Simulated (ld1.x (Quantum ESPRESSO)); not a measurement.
**An all-electron radial function and its pseudo partner (cobalt)**

Columns: radius, all-electron u(r) and pseudo u(r) of the 4s shell (level -5.68 eV) of cobalt in the configuration [Ar] 3d7 4s2 4p0; LDA (PZ), scalar-relativistic, TM scheme, ld1.x (Quantum ESPRESSO) 7.5.

| r (bohr) | all-electron | pseudo |
| --- | --- | --- |
| 0.123 | -0.1269 | -0.0200 |
| 0.245 | -0.1048 | -0.0407 |
| 0.368 | 0.1100 | -0.0630 |
| 0.490 | 0.2509 | -0.0876 |
| 0.613 | 0.2742 | -0.1157 |
| 0.735 | 0.2119 | -0.1476 |
| 0.858 | 0.1036 | -0.1847 |
| 0.980 | -0.0198 | -0.2269 |
| 1.103 | -0.1429 | -0.2748 |
| 1.225 | -0.2542 | -0.3271 |
| 1.348 | -0.3516 | -0.3830 |
| 1.470 | -0.4321 | -0.4390 |
| 1.593 | -0.4976 | -0.4930 |
| 1.715 | -0.5481 | -0.5408 |
| 1.838 | -0.5861 | -0.5803 |
| 1.960 | -0.6125 | -0.6093 |
| 2.083 | -0.6294 | -0.6283 |
| 2.205 | -0.6381 | -0.6378 |
| 2.328 | -0.6399 | -0.6398 |
| 2.450 | -0.6359 | -0.6359 |
| 2.573 | -0.6273 | -0.6273 |
| 2.695 | -0.6150 | -0.6150 |
| 2.818 | -0.5996 | -0.5996 |
| 2.940 | -0.5819 | -0.5819 |
| 3.063 | -0.5624 | -0.5624 |
| 3.185 | -0.5416 | -0.5416 |

Q: How many radial nodes do the two functions have?

A: The all-electron 4s function has n − l − 1 = 3 (the table is too coarse to show those close to the nucleus); the pseudo-wave has 0, since the states of the same l below it are removed with the core.

Q: At about which radius was the pseudo-wave matched?

A: 2.45 bohr. The columns agree to 0.0005 from 2.21 bohr on; several derivatives are matched, so the curves merge somewhat inside the radius.

Q: Where does each function peak?

A: Outermost all-electron maximum near 2.33 bohr, pseudo maximum near 2.33 bohr (to the table’s step).

Q: Is the pseudo-wave norm-conserving?

A: Yes: the TM scheme keeps the norm inside the radius equal to the all-electron one, which fixes the energy derivative of the logarithmic derivative at the level.
